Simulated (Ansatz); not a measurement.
Consider the ligand exchange at the Si–N bond: `BO[SiH2]N` + `[SiH3]S` → `BO[SiH2]S[SiH3]` + NH₃.

Program: Ansatz. Geometries: PBE0-D4/def2-TZVP. ΔE: electronic, gas phase. CBS: MP2 limit from def2 TZ/QZ plus the TZ coupled-cluster correction, frozen cores. This one scheme is used for every species. Functionals use def2-TZVPP. B3LYP here is the variant with VWN-RPA as its local correlation; programs differ in this. One conformer a species, not always the lowest.

Problem. Is it downhill or uphill in electronic energy at CCSD(T)/CBS, and by how much? (Best estimate.)

Solution. Computed: Downhill: ΔE = -7.4 kJ/mol.

Problem. What do these levels give: PBE-D4, PBE0-D4, ωB97X-V, B2PLYP, PBE, B3LYP, MP2/def2-TZVPP, SCS-MP2/def2-TZVPP, CCSD(T)/def2-TZVPP, MP2/def2-QZVPP, HF/CBS(def2), MP2/CBS(def2)? (Best estimate.)

Solution. Computed: PBE-D4 -14.2, PBE0-D4 -12.3, ωB97X-V -3.8, B2PLYP 2.1, PBE -6.4, B3LYP 6.9, MP2/def2-TZVPP -7.4, SCS-MP2/def2-TZVPP -1.8, CCSD(T)/def2-TZVPP -3.5, MP2/def2-QZVPP -9.4, HF/CBS(def2) 13.8, MP2/CBS(def2) -11.4 kJ/mol.

Largest T1 diagnostic among the species: 0.013.

The D4 term adds −12.6 kJ/mol with B3LYP and −7.1 kJ/mol with PBE0; it sums over pairs of atoms, weighted by their polarisabilities, and B3LYP, whose exchange is more repulsive, gets the larger term. In def2-TZVPP, CCSD(T) changes the Hartree–Fock value by −16.4 kJ/mol (the triples alone add −3.8 kJ/mol) and MP2 by −20.4 kJ/mol.
